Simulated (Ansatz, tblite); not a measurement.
Removing and adding an electron: Cd6Se4Br4, a halide-capped nanocrystal cut from zinc blende CdSe (4 Br on the cations). Total charge 0; singlet. Geometry: PBE-D4/def2-SVP. Ansatz, gas phase; energy differences of separate SCF runs; the oxidised species was run as a doublet alone; the reduced species was run as a doublet alone.

Cartesian coordinates in Å:
```
Cd 2.439 -0.699 -0.822
Cd -0.347 1.070 -2.649
Cd -0.873 -2.117 -0.741
Cd 1.571 -0.889 2.713
Cd -1.866 1.178 1.077
Cd 1.523 1.998 0.470
Se 0.879 -1.326 -2.639
Se 3.470 0.525 1.139
Se -0.535 2.824 -0.629
Se -0.788 -1.149 1.711
Br -1.507 1.691 -4.753
Br -2.728 -3.569 -1.499
Br 2.818 -1.547 4.741
Br -4.056 2.011 1.881
```

In the def2 sets Cd takes a core potential; there is no spin–orbit coupling. The xTB rows come from tblite. B3LYP takes the VWN-RPA correlation. Single mean-field runs in def2-TZVP are fitted with def2-universal-jkfit.

```json
{"level": "GFN2-xTB", "−HOMO (eV)": "11.65", "vertical IE (eV)": "13.29", "−LUMO (eV)": "9.41", "vertical EA (eV)": "7.70", "HOMO–LUMO gap (eV)": "2.25", "IE − EA (eV)": "5.59"}
{"level": "PBE-D4/def2-TZVP", "−HOMO (eV)": "6.49", "vertical IE (eV)": "–", "−LUMO (eV)": "4.39", "vertical EA (eV)": "2.82", "HOMO–LUMO gap (eV)": "2.10", "IE − EA (eV)": "–"}
{"level": "B3LYP-D4/def2-TZVP", "−HOMO (eV)": "7.42", "vertical IE (eV)": "8.72", "−LUMO (eV)": "4.01", "vertical EA (eV)": "2.81", "HOMO–LUMO gap (eV)": "3.41", "IE − EA (eV)": "5.91"}
```

Task: Estimate the rows for GFN1-xTB, PBE0-D4/def2-TZVP.

Result: 
```csv
level,−HOMO (eV),vertical IE (eV),−LUMO (eV),vertical EA (eV),HOMO–LUMO gap (eV),IE − EA (eV)
GFN1-xTB,9.92,11.60,7.18,5.58,2.74,6.02
PBE0-D4/def2-TZVP,7.68,8.87,3.78,2.71,3.90,6.16
```

Run but left out: PBE-D4/def2-TZVP (charge +1 doublet: an occupied level 0.01 eV above an empty one).   Raw xTB energy differences between charge states are shifted by several eV; the methods need an empirical correction for them. Sets without diffuse functions give affinities that are too small.
